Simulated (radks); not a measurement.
Results of a calculation; reference values are marked as such.
Ionisation of neutral praseodymium, [Xe] 4f3 6s2, to Pr+, [Xe] 4f3 6s1, under several functionals. Dirac Kohn-Sham, spin-unpolarised, spherical densities, point nucleus; open shells are shared between the two j in proportion to 2j + 1; a radial shooting solver on a logarithmic mesh with Libxc functionals.

[
 {"functional": "XLYP", "E(Pr) (hartree)": "-9244.0572", "Exc (hartree)": "-218.1210", "IE (eV)": "5.667", "-e(HOMO) (eV)": "0.901", "<r> HOMO (bohr)": "1.231", "IE error (eV)": "+0.197"},
 {"functional": "B86b exchange with PBE correlation", "E(Pr) (hartree)": "-9243.5017", "Exc (hartree)": "-217.5668", "IE (eV)": "5.747", "-e(HOMO) (eV)": "1.116", "<r> HOMO (bohr)": "1.225", "IE error (eV)": "+0.277"},
 {"functional": "RPBE", "E(Pr) (hartree)": "-9242.9917", "Exc (hartree)": "-217.0507", "IE (eV)": "5.630", "-e(HOMO) (eV)": "1.089", "<r> HOMO (bohr)": "1.224", "IE error (eV)": "+0.160"}
]

NIST Atomic Spectra Database: 5.470 eV (semi-empirical). Closest: RPBE. The Delta-SCF values span 0.12 eV, the total energies 1.07 hartree. The highest occupied level is 4f7/2. Spin polarisation and multiplet splitting are left out, so open shells lie too high by an amount that depends on their filling. Sharing an open shell by 2j + 1 raises it above the true ground level by a part of the spin-orbit splitting, which enters the differences from NIST.

Beside tabulated values, note that spin-unpolarised runs miss the spin-polarisation part of the exchange energy of open shells.
